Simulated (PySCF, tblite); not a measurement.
One entry of a table of gas-phase calculations, keyed by method. Lists by class give the value and the number of equivalent atoms.

```json
{
 "formula": "C8H16FN",
 "smiles": "CC(C)(CCF)N1CCC1",
 "inchi": "InChI=1S/C8H16FN/c1-8(2,4-5-9)10-6-3-7-10/h3-7H2,1-2H3",
 "charge": 0,
 "multiplicity": 1,
 "geometry_level": "GFN2-xTB",
 "atoms_angstrom": [
  ["C", 0.05, -1.533, 1.257],
  ["C", 0.502, -0.523, 0.184],
  ["C", 1.16, -1.288, -0.969],
  ["C", 1.5, 0.452, 0.836],
  ["C", 2.035, 1.497, -0.132],
  ["F", 2.682, 2.492, 0.568],
  ["N", -0.574, 0.27, -0.379],
  ["C", -1.482, 1.066, 0.445],
  ["C", -2.614, 0.738, -0.534],
  ["C", -1.682, -0.33, -1.117],
  ["H", -0.716, -2.197, 0.864],
  ["H", 0.896, -2.138, 1.571],
  ["H", -0.347, -1.023, 2.131],
  ["H", 1.363, -0.619, -1.799],
  ["H", 0.502, -2.078, -1.321],
  ["H", 2.092, -1.74, -0.64],
  ["H", 2.33, -0.109, 1.268],
  ["H", 0.995, 0.981, 1.648],
  ["H", 2.771, 1.084, -0.827],
  ["H", 1.219, 1.972, -0.682],
  ["H", -1.187, 2.115, 0.521],
  ["H", -1.662, 0.672, 1.452],
  ["H", -3.54, 0.378, -0.093],
  ["H", -2.83, 1.545, -1.229],
  ["H", -1.95, -1.347, -0.808],
  ["H", -1.533, -0.315, -2.199]
 ],
 "electronic_structure_code": "PySCF",
 "results": {
  "GFN2-xTB geometry": {
   "point_group": "C1",
   "rotational_constants_GHz": [1.786, 0.901, 0.747]
  },
  "PBE0/pcSseg-1 ground state and GIAO shieldings, non-relativistic": {
   "dipole_D": 2.64,
   "homo_eV": -6.09,
   "lumo_eV": 1.24,
   "shift_vs_computed_TMS_C_by_class_ppm": [
    [84.2, 1],
    [53.9, 1],
    [47.4, 2],
    [43.5, 1],
    [21.8, 2],
    [15.0, 1]
   ],
   "shift_vs_computed_TMS_H_by_class_ppm": [
    [5.05, 2],
    [3.42, 4],
    [1.97, 2],
    [1.64, 2],
    [0.88, 6]
   ],
   "shielding_other_nuclei_by_class_ppm": [
    ["N", 217.5, 1],
    ["F", 429.9, 1]
   ],
   "charges_hirshfeld_e_by_atom": [-0.13, 0.07, -0.12, -0.08, 0.02, -0.13, -0.09, -0.03, -0.07, -0.03, 0.04, 0.04, 0.04, 0.04, 0.04, 0.04, 0.04, 0.04, 0.04, 0.03, 0.03, 0.03, 0.04, 0.04, 0.03, 0.03]
  },
  "GFN2-xTB harmonic vibrations, gas phase": {
   "strongest_ir_bands_cm-1_km_per_mol_modes": [
    [1026.3, 50.3, 1],
    [2883.2, 51.1, 1],
    [2891.5, 70.8, 1],
    [2953.2, 76.2, 1],
    [3034.6, 66.2, 2],
    [3039.2, 64.6, 1]
   ],
   "zpe_kcal_per_mol": 143.4
  }
 }
}
```

The dipole equals about 8.8 × 10⁻³⁰ C·m (1 D = 3.33564 × 10⁻³⁰ C·m). The zero-point energy, half the sum of the 72 harmonic wavenumbers, equals 50150 cm⁻¹ or 600 kJ/mol.

 NMR classes are plain means over equivalent atoms (diastereotopic ones count apart unless rotation or inversion swaps them), as if these changed places fast; in this geometry the members of some classes differ.

The values belong to the conformer `[CH3:1][C:2]([CH3:3])([CH2:4][CH2:5][F:6])[N:7]1[CH2:8][CH2:9][CH2:10]1`: C1–C2–C4–C5 179°, C2–C4–C5–F6 167°, C1–C2–N7–C8 55°.
